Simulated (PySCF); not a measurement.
**Two-component Hartree-Fock for Ho (holmium, neutral)**

Start: [Xe] 4f11 6s2; 4f5/2 filled at m_j = -5/2, -3/2, -1/2, +1/2, +3/2, +5/2; 4f7/2 filled at m_j = -1/2, +1/2, +3/2, +5/2, +7/2. Calculated with PySCF 2.14 in x2c-SVPall-2c (7s10p9d3f1g, 112 functions): generalised Hartree-Fock with the X2C-1e Hamiltonian and a Gaussian nucleus; one run each with spin-orbit coupling (SO) switched off, then screened by Boettger's factors.

```
spinor shell  electrons  ε, spin-free (eV)  ε, screened SO (eV)  weight of nominal j (screened SO)  rms radius, screened SO (bohr)
       1s1/2          2           -55895.7             -55883.6                              1.000                          0.0236
       2s1/2          2            -9475.4              -9471.7                              1.000                          0.0952
       2p1/2          2            -8391.2              -8997.7                              1.000                          0.0814
       2p3/2          4            -8391.2              -8135.2                              1.000                          0.0881
       3s1/2          2            -2169.1              -2167.9                              1.000                           0.245
       3p1/2          2            -1831.3              -1960.4                              1.000                           0.236
       3p3/2          4            -1831.3              -1775.9                              1.000                           0.250
       3d3/2          4            -1400.2              -1424.1                              0.999                           0.223
       3d5/2          6            -1400.2              -1383.2                              1.000                           0.227
       4s1/2          2            -453.58              -453.22                              1.000                           0.552
       4p1/2          2            -339.85              -369.96                              0.997                           0.567
       4p3/2          4            -339.85              -326.81                              0.999                           0.597
       4d3/2          4            -183.09              -190.10                              0.953                           0.640
       4d5/2          6            -183.09              -178.14                              0.968                           0.650
       5s1/2          2            -61.277              -61.222                              1.000                            1.38
       5p1/2          2            -32.056              -36.088                              0.991                            1.57
       5p3/2          4            -32.056              -30.343                              0.995                            1.69
       4f5/2          6            -13.588              -14.411                              0.706                           0.914
       4f7/2          5            -13.588              -12.477                              0.701                           0.936
       6s1/2          2             -5.139               -5.142                              1.000                            4.72
```

```
   quantity     spin-free   screened SO
E (hartree)  -12606.69164  -12616.54042
        M_J          15/2          15/2
       ⟨J²⟩        63.759        63.759
       ⟨L²⟩        42.004        42.395
       ⟨S²⟩         3.754         3.777
```

Each row is a mean over spinors that exchange with the open shell spreads, by up to 14.172 eV (4d5/2).

Rows whose weight is well below 1 are mixtures of j = l ± 1/2: exchange outweighs spin-orbit coupling there, and the label is only the starting occupation.

Breit and QED terms are absent; they matter most for the inner s and p1/2 levels.

Densities and radii are taken from the X2C orbitals without a picture-change correction, which distorts them close to the nucleus.

Without spin-orbit coupling the j labels of p, d and f shells carry no meaning; the spin-free column gives the mean over the occupied spinors of each nl shell.
